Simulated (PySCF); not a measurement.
A calculated (B97-3, PySCF 2.14, x2c-TZVPPall with one added diffuse shell each of s, p, d, f type, scalar relativity by spin-free X2C-1e) atom or ion has these occupied shells.

```
shell  electrons  orbital energy (eV)  rms radius, mean of both spins (bohr)
 1s α          1             -34445.8                                 0.0305
 1s β          1             -34445.6                                 0.0305
 2s α          1              -5419.1                                  0.124
 2s β          1              -5419.1                                  0.124
 2p α          3              -4868.1                                  0.111
 2p β          3              -4868.0                                  0.111
 3s α          1              -1147.7                                  0.327
 3s β          1              -1147.5                                  0.327
 3p α          3              -968.22                                  0.327
 3p β          3              -967.99                                  0.327
 3d α          5              -700.41                                  0.305
 3d β          5              -700.26                                  0.305
 4s α          1              -239.75                                  0.761
 4s β          1              -239.33                                  0.761
 4p α          3              -182.06                                  0.815
 4p β          3              -181.60                                  0.815
 4d α          5              -96.723                                  0.940
 4d β          5              -96.239                                  0.940
 5s α          1              -53.819                                   1.86
 5s β          1              -49.644                                   1.86
 5p α          3              -39.498                                   2.11
```

(1) Name the element and its charge.

## Answers

(1) Xe³⁺ (xenon, charge +3), in [Kr] 4d10 5s2 5p3, high-spin 4S determinant.
